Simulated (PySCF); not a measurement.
## [Nd(SH)4]− relaxed at several levels

Computed with PySCF 2.14.0, def2-SVP on the ligands, density fitting, scalar-relativistic core potentials, no spin-orbit coupling, vacuum. Each row is relaxed at its own level from the same template. Distances are means of the shortest metal–ligand contacts, charges and spins Mulliken's; removal energies are rigid, with the ligand's formal charge and no counterpoise, so too large; for an anion taken off a cation in vacuum most of it is the attraction of opposite charges, and multiply charged cations can part far more cheaply with an electron moved from ligand to metal. lcecp potentials hold a fixed number of 4f electrons in the core, out of states, spins and gaps.

```tsv
level	basis on the metal	point group	M–SH (Å)	charge on M (e)	removal of one SH (eV)	unstable modes (below −25 cm⁻¹)
r2SCAN	lcecp-1-SVP with ECP49	S4	2.726	0.60	4.50	not given
```

Problem. What does the calculation give for PBE0, lcecp-1-SVP with ECP49?

Solution. point group: S4, M–SH (Å): 2.720, charge on M (e): 0.61, removal of one SH (eV): 4.48, unstable modes (below −25 cm⁻¹): 1 (soft).
```xyz
9

Nd    0.0000    0.0000    0.0000
S     1.6989    1.4805    1.5232
H     2.7209    1.0124    0.7679
S    -1.6989   -1.4805    1.5232
H    -2.7209   -1.0124    0.7679
S     1.4805   -1.6987   -1.5233
H     1.0131   -2.7210   -0.7678
S    -1.4805    1.6987   -1.5233
H    -1.0131    2.7210   -0.7678
```

Members with unstable modes aren't minima as they stand: saddle points kept by symmetry or, where the modes are soft, flat surfaces and noise. One start shape was tried for each, so a minimum needn't be the lowest isomer.
